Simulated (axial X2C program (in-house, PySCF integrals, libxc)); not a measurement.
# The Ga pπ splitting in different molecules (EOM-EA-CCSD)

Calculated with an axial X2C code built on PySCF integrals: two-component X2C with atomic mean-field Coulomb and Gaunt terms, Dyall basis sets with cores contracted in-house.

The first pair of π-type roots with Ω = 1/2 and 3/2, reached by adding an electron to a closed-shell reference; vertical energies, inner shells frozen. Splitting means E(3/2) − E(1/2).

Basis sets: Br dyall-acv3z, Cl dyall-av3z, F dyall-av3z, Ga dyall-acv3z, H dyall-av3z, Hg dyall-acv3z, I dyall-acv3z, Pt dyall-acv3z, Zn dyall-acv3z. Correlated electrons in EOM-CCSD (inner shells frozen, about 90 virtual spinors): GaH²⁺ 12, GaF 10, GaF²⁺ 18, GaCl²⁺ 18, ZnGa⁺ 14, Ga₂²⁺ 4, GaBr²⁺ 18, GaI²⁺ 18, GaPt⁺ 12, GaHg⁺ 14.

```json
{"species": "GaH⁺", "reference": "GaH²⁺", "R (Å)": "1.674", "main character": "83% Ga pπ, 12% H pπ", "spinor gap ε(3/2) − ε(1/2), HF (cm⁻¹)": "700"}
{"species": "GaF⁻", "reference": "GaF", "R (Å)": "1.788", "main character": "89% Ga pπ, 6% F pπ", "spinor gap ε(3/2) − ε(1/2), HF (cm⁻¹)": "n/a"}
{"species": "GaF⁺", "reference": "GaF²⁺", "R (Å)": "1.703", "main character": "84% Ga pπ, 7% F pπ", "spinor gap ε(3/2) − ε(1/2), HF (cm⁻¹)": "750"}
{"species": "GaCl⁺", "reference": "GaCl²⁺", "R (Å)": "2.100", "main character": "79% Ga pπ, 9% Cl dπ", "spinor gap ε(3/2) − ε(1/2), HF (cm⁻¹)": "740"}
{"species": "ZnGa", "reference": "ZnGa⁺", "R (Å)": "2.673", "main character": "72% Ga pπ, 22% Zn pπ", "spinor gap ε(3/2) − ε(1/2), HF (cm⁻¹)": "410"}
{"species": "Ga₂⁺", "reference": "Ga₂²⁺", "R (Å)": "3.276", "main character": "90% Ga pπ", "spinor gap ε(3/2) − ε(1/2), HF (cm⁻¹)": "480"}
{"species": "GaBr⁺", "reference": "GaBr²⁺", "R (Å)": "2.266", "main character": "78% Ga pπ, 11% Br dπ", "spinor gap ε(3/2) − ε(1/2), HF (cm⁻¹)": "710"}
{"species": "GaI⁺", "reference": "GaI²⁺", "R (Å)": "2.590", "main character": "80% Ga pπ, 12% I dπ", "spinor gap ε(3/2) − ε(1/2), HF (cm⁻¹)": "430"}
{"species": "GaPt", "reference": "GaPt⁺", "R (Å)": "2.392", "main character": "66% Ga pπ, 22% Pt pπ", "spinor gap ε(3/2) − ε(1/2), HF (cm⁻¹)": "920"}
{"species": "GaHg", "reference": "GaHg⁺", "R (Å)": "2.742", "main character": "75% Ga pπ, 17% Hg pπ", "spinor gap ε(3/2) − ε(1/2), HF (cm⁻¹)": "1260"}
```

Question: Should these pairs be regular or inverted?

Answer: Regular: one electron outside a closed shell puts Ω = 1/2 lowest, with the sign of the spinor gap.

EOM-EA-CCSD gives:

| species | binding Ω = 1/2 (eV) | binding Ω = 3/2 (eV) | splitting (cm⁻¹) | lowest root? |
| --- | --- | --- | --- | --- |
| GaH⁺ | 13.367 | 13.273 | 760 | no |
| GaF⁻ | -0.167 | -0.185 | 148 | yes |
| GaF⁺ | 13.404 | 13.283 | 980 | no |
| GaCl⁺ | 12.651 | 12.566 | 687 | no |
| ZnGa | 5.495 | 5.442 | 429 | yes |
| Ga₂⁺ | 10.457 | 10.399 | 467 | no |
| GaBr⁺ | 12.204 | 12.095 | 879 | no |
| GaI⁺ | 11.394 | 11.288 | 852 | no |
| GaPt | 5.168 | 5.021 | 1184 | no |
| GaHg | 5.527 | 5.395 | 1063 | yes |

A negative binding energy means unbound at this level; the spinor gap is withheld where the HF spinor is unbound or of another character. A small p share on a heavy partner can supply much of the splitting, and mixing of Ω = 1/2 with σ states shifts it further.

States that need a further excitation are missing; levels can be off by some tenths of an eV, splittings by less.
